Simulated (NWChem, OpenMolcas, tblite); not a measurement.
How methods differ on SiClOF2 (SMILES [O][Si](F)(F)Cl)

The species is SiClOF2 (5 atoms), meant as a doublet with charge 0. SMILES: `[O][Si](F)(F)Cl`. The shape is that of a PBE0-D4/def2-TZVP optimisation.

Each level gives the vertical ionisation energy (to the singlet cation) (eV). The values are calculated.

```csv
level,kind,program,value (eV),less CCSD(T)/def2-SVP
IPEA1-xTB,semi-empirical,tblite,17.01,+4.99
UHF/def2-SVP,Hartree–Fock,NWChem,15.15,+3.13
U-revPBE/def2-SVP,GGA,OpenMolcas,12.68,+0.66
U-r2SCAN/def2-SVP,meta-GGA,OpenMolcas,13.46,+1.44
UB3LYP/def2-SVP,global hybrid,OpenMolcas,13.73,+1.71
UMP2/def2-SVP,perturbation theory,NWChem,14.51,+2.49
ROCCSD(T)/def2-SVP,coupled cluster or CI,OpenMolcas,12.02,0.00
```

Differences are taken from ROCCSD(T)/def2-SVP for orientation; it has basis-set and higher-order errors of its own. The values span 12.02 to 17.01 eV. The xTB values lack the empirical shift that such differences need.
